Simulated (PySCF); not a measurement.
Atoms are numbered as in `[N:1]#[C:2]/[CH:3]=[CH:4]/[c:5]1[cH:6][cH:7][cH:8][cH:9][cH:10]1`. Hydrogens are named by the atom that carries them.

Geometry: PBE0-D3(BJ)/def2-SVP; GIAO absolute shieldings from PySCF 2.14.0 with density-fitted response routines, gas phase, non-relativistic, averaged over equivalent atoms.

At wB97X-D/pcSseg-1 (205 basis functions, 37 s wall time on 1 thread of an Arm Neoverse V1, shared host):
```json
{"atoms": "N1", "σ (ppm)": "-57.9"}
{"atoms": "C4", "σ (ppm)": "24.7"}
{"atoms": "C8", "σ (ppm)": "45.8"}
{"atoms": "C5", "σ (ppm)": "46.1"}
{"atoms": "C7/C9", "σ (ppm)": "48.8"}
{"atoms": "C6/C10", "σ (ppm)": "50.1"}
{"atoms": "C2", "σ (ppm)": "61.2"}
{"atoms": "C3", "σ (ppm)": "82.1"}
{"atoms": "H(C6)/H(C10)", "σ (ppm)": "23.76"}
{"atoms": "H(C8)", "σ (ppm)": "23.82"}
{"atoms": "H(C7)/H(C9)", "σ (ppm)": "23.82"}
{"atoms": "H(C4)", "σ (ppm)": "24.15"}
{"atoms": "H(C3)", "σ (ppm)": "25.42"}
```

**Question.** Predict the values at PBE0/pcSseg-1 on the same geometry.

**Answer.** 
| atoms | σ at PBE0/pcSseg-1 | change |
| --- | --- | --- |
| N1 | -61.6 | -3.7 |
| C4 | 26.4 | +1.7 |
| C8 | 46.8 | +1.0 |
| C5 | 46.4 | +0.3 |
| C7/C9 | 49.7 | +0.9 |
| C6/C10 | 51.2 | +1.1 |
| C2 | 61.1 | -0.1 |
| C3 | 83.1 | +1.0 |
| H(C6)/H(C10) | 23.68 | -0.08 |
| H(C8) | 23.73 | -0.09 |
| H(C7)/H(C9) | 23.72 | -0.10 |
| H(C4) | 24.09 | -0.06 |
| H(C3) | 25.32 | -0.10 |

The largest change is at N1 (nitrile nitrogen). Cost: 205 basis functions, 33 s wall time on 1 thread of an Arm Neoverse V1, shared host. The order of the carbon signals changes between the two levels.

The carbons averaged at δ 134.4 differ by 9 ppm in this conformer.
